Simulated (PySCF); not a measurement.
Mg(Me)2 (C2H6Mg), SMILES [CH3][Mg][CH3].

The structure is a stationary point at TPSSh-D3(BJ)/def2-TZVP. The isomer is the one that the SMILES or the coordinates give; other isomers of the formula were not compared.

Computed with PBE/def2-TZVPD run with PySCF.

The molecule is in vacuum.

Computed frontier levels, gap, dipole moment and polarisability:
```yaml
highest_occupied_level: -5.32 eV
lowest_empty_level: -1.18 eV
orbital_gap: 4.14 eV
dipole_moment: 0.00 D
quadrupole, principal values (traceless, Buckingham form, about the centre of nuclear charge): -11.81, 5.90, 5.90 D·Å
mean_static_polarisability: 61.5 bohr³ (9.11 Å³)
polarisability_principal_values: 50.5, 50.5, 83.3 bohr³
```
